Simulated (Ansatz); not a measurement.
Reaction (ligand exchange at a B–N bond): `CNB(C)N` + silanol → `CB(N)O[SiH3]` + CH₃NH₂

Computed with Ansatz on PBE0-D4/def2-TZVP structures; ΔE is electronic, products minus reactants. CCSD(T)/CBS is the MP2 limit (def2-TZVPP, def2-QZVPP) plus CCSD(T) − MP2 in def2-TZVPP, frozen cores. Functionals use def2-TZVPP. Each species was taken in one conformer, which may not be the lowest.

| level | ΔE (kcal/mol) | difference from CCSD(T)/CBS |
| --- | --- | --- |
| PBE-D4 | -6.1 | 1.0 |
| ωB97X-V | -7.3 | -0.2 |
| ωB97M-V | -7.1 | 0.0 |
| B2PLYP | -7.4 | -0.3 |
| PBE | -6.0 | 1.1 |
| r2SCAN | -7.3 | -0.2 |
| SCS-MP2/def2-TZVPP | -7.4 | -0.3 |
| CCSD(T)/def2-TZVPP | -7.4 | -0.3 |
| MP2/def2-QZVPP | -6.6 | 0.5 |
| MP2/CBS(def2) | -6.4 | 0.7 |
| CCSD(T)/CBS | -7.1 | 0 |

Largest T1 diagnostic among the species: 0.011.

In def2-TZVPP, CCSD(T) changes the Hartree–Fock value by +2.6 kcal/mol (the triples alone add +0.3 kcal/mol) and MP2 by +3.4 kcal/mol.
